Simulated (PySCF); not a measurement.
PySCF job for hydrogen iodide (HI), SMILES I, B3LYP-D3(BJ)/def2-TZVPD. Geometry optimised at B3LYP-D3(BJ)/def2-TZVPD. The def2 effective core potentials stand for the cores of I; spin–orbit coupling is left out.

```python
import numpy as np
from pyscf import gto, scf, dft, df
from pyscf.hessian import thermo

mol = gto.M(
    atom='''
    I     0.00000000    0.00000000   -0.02991549
    H     0.00000000    0.00000000    1.58552102
    ''',
    basis='def2-TZVPD',
    ecp={'I': 'def2-tzvp'},
    charge=0,
    spin=0,
    max_memory=1600,
    verbose=3,
)
mf = dft.RKS(mol, xc='b3lyp').density_fit(auxbasis='def2-universal-jkfit')
mf.disp = 'd3bj'
mf.grids.level = 3
mf.conv_tol = 1e-11
mf.max_cycle = 100
mf.kernel()

# [left out here: the lines that compute and print the analytic Hessian (its translational invariance restored by hand, since the grid's response is missing), thermochemistry and intensities]
```

Program output:

```
converged SCF energy = -298.406619002322

WARN: DFTD3 does not support analytical Hessian, using finite difference


WARN: Mole.unit (angstrom) is changed to Bohr

Mode                                 0
Irrep
Freq [cm^-1]                     2301.0821
Reduced mass [au]                   1.0159
Force const [Dyne/A]                3.1694
Char temp [K]                    3310.7448
Normal mode                   x     y     z
       0   I                 0.00 -0.00  0.01
       1   H                 0.00  0.00 -0.99
temperature 298.1500 [K]
pressure 101325.00 [Pa]
Rotational constants [GHz] inf 193.64792 193.64792
Symmetry number 1
Zero-point energy (ZPE) 0.00524 [Eh]   13763.527 [J/mol]
                           tot       elec      trans        rot        vib
Entropy [J/mol/K]       206.403      0.000    169.250     37.151      0.002
Cv [J/mol/K]             20.802      0.000     12.472      8.314      0.015
Cp [J/mol/K]             29.116      0.000     20.786      8.314      0.015
Internal energy [J/mol]                      3718.434   2478.956  13763.942
Internal energy [Eh]   -298.39902  -298.40662
Enthalpy [J/mol]                             6197.391   2478.956  13763.942
Enthalpy [Eh]          -298.39807
Gibbs free energy [J/mol]                  -44264.588  -8597.681  13763.490
Gibbs free energy [Eh] -298.42151
static polarisability / bohr^3: [[36.306 -0.     0.   ]
 [ 0.    36.306  0.   ]
 [-0.    -0.    38.132]]
largest difference of analytic and finite-field dipole derivatives / e: 0.0001187286694379619
mode   freq/cm-1   IR/(km/mol)   Raman/(A^4/amu)   depolarisation
   1     2301.08         0.047           162.303            0.204
max |gradient| / (hartree/bohr): 1.1720227378201584e-05
APT charges: [-0.0329  0.0328]
```

Self-consistency was reached.

Cost: roughly 20 core-seconds.
